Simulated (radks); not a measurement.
Q: Valence configurations of neutral zinc (all share [Ar]). Calculated with a radial shooting solver on a logarithmic mesh with Libxc functionals: scalar-relativistic Kohn-Sham, PBE, spin-unpolarised, spherical densities, finite nucleus; Fermi nuclear charge, rms radius 3.9283 fm. Order these by energy: 3d6 4s2 4p4; 3d10 4p2; 3d8 4s2 4p2; 3d9 4s2 4p1; 3d8 4p4; 3d9.5 4s2 4p0.5; 3d10 4s2; 3d10 4s1.5 4p0.5; 3d10 4s1 4p1.

A: From the lowest, in eV above it: 3d10 4s2 0.000; 3d10 4s1.5 4p0.5 2.487; 3d10 4s1 4p1 5.086; 3d9.5 4s2 4p0.5 5.298; 3d10 4p2 10.558; 3d9 4s2 4p1 12.244; 3d8 4s2 4p2 31.442; 3d8 4p4 46.077; 3d6 4s2 4p4 93.411. NIST lists [Ar] 3d10 4s2 as the ground configuration; this level of theory agrees among the configurations tried. The energies are those of spherical spin-averaged densities, not of single terms.
